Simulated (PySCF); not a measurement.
Vertical excitations of a molecule H9Si4, multiplicity 2 from TDA-CAM-B3LYP/def2-SVPD run with PySCF, as energy in eV (oscillator strength): 3.82 (0.053), 4.76 (0.006), 4.81 (0.031), 5.04 (0.113), 5.11 (0.051), 5.14 (0.000), 5.52 (0.265), 5.56 (0.008), 5.65 (0.004), 5.72 (0.069). Geometry optimised at ωB97X-D3(BJ)/def2-SVP. Other conformers were not sampled.

**Question.** Pick the molecule that these values belong to.
A. [SiH3][SiH][SiH2][SiH3]
B. [SiH3][Si]([SiH3])[SiH3]
C. [SiH2][SiH2][SiH2][SiH3]
D. [SiH2][SiH]([SiH3])[SiH3]

**Answer.** C, [SiH2][SiH2][SiH2][SiH3]
